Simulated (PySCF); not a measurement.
Species: C6H8N2.
Numbering: `[CH3:1][NH:2][c:3]1[cH:4][cH:5][cH:6][n:7][cH:8]1` (hydrogens: H9, H10, H11 on C1; H12 on N2; H13 on C4; H14 on C5; H15 on C6; H16 on C8)

Geometry (GFN2-xTB, Å), atoms numbered from 1 in this order:
```xyz
16
C6H8N2 angstrom
C      2.3872    0.6646    0.1623
N      1.4351    0.0238   -0.7099
C      0.1210   -0.1598   -0.3617
C     -0.5017    0.5170    0.6908
C     -1.8491    0.3039    0.9218
C     -2.5411   -0.5792    0.1086
N     -1.9646   -1.2282   -0.8920
C     -0.6865   -1.0249   -1.1174
H      2.5048    0.1397    1.1191
H      3.3521    0.6992   -0.3387
H      2.0720    1.6893    0.3637
H      1.8111   -0.6880   -1.3172
H      0.0548    1.1954    1.3192
H     -2.3513    0.8157    1.7292
H     -3.5924   -0.7830    0.2576
H     -0.2590   -1.5766   -1.9468
```

Computed geometry: GFN2-xTB, gas phase.

Take the most abundant isotopes and a rigid rotor. The values belong to one conformer with, in the numbering `[CH3:1][NH:2][c:3]1[cH:4][cH:5][cH:6][n:7][cH:8]1`, C1–N2–C3–C4 16°.

Task: What are A, B and C (MHz)?

Result: Ia = 96.66, Ib = 326.84, Ic = 419.30 u·Å²; 505379 MHz·u·Å²/I gives A = 5228, B = 1546, C = 1205 MHz.

Task: What kind of rotor is it?

Result: An asymmetric top. Ray's parameter κ = (2B − A − C)/(A − C) = -0.830; −1 is the prolate and +1 the oblate limit.

Task: Is it planar, by Δ = Ic − Ia − Ib?

Result: Not planar: Δ = Ic − Ia − Ib = -4.19 u·Å². For a rigid frame Δ = −2 Σ m c², so Σ m c² = 2.10 u·Å² lies off the ab plane: 1.67 from hydrogen and 0.43 from heavier atoms. The atom farthest from that plane is 1.11 Å away.

Task: Give the other two planar moments, Paa and Pbb, and the rms extents of the mass along the axes.

Result: Paa = Σ m a² = (Ib + Ic − Ia)/2 = 324.74 and Pbb = Σ m b² = (Ia + Ic − Ib)/2 = 94.56 u·Å². With the mass M = 108.07 u, the rms extents √(P/M) along a, b and c are 1.73, 0.94, 0.14 Å.

Task: Estimate the classical rotational partition function at 10 K, 25 K and 500 K.

Result: Point group C1, symmetry number σ = 1; q = (√π/σ)·√((kT/h)³/(ABC)), k/h = 20836.6 MHz/K: 1710 at 10 K, 6750 at 25 K, 604000 at 500 K.

Not checked by GFN2-xTB frequencies. No vibrational averaging or centrifugal distortion is included, and the geometry carries the error of its method.
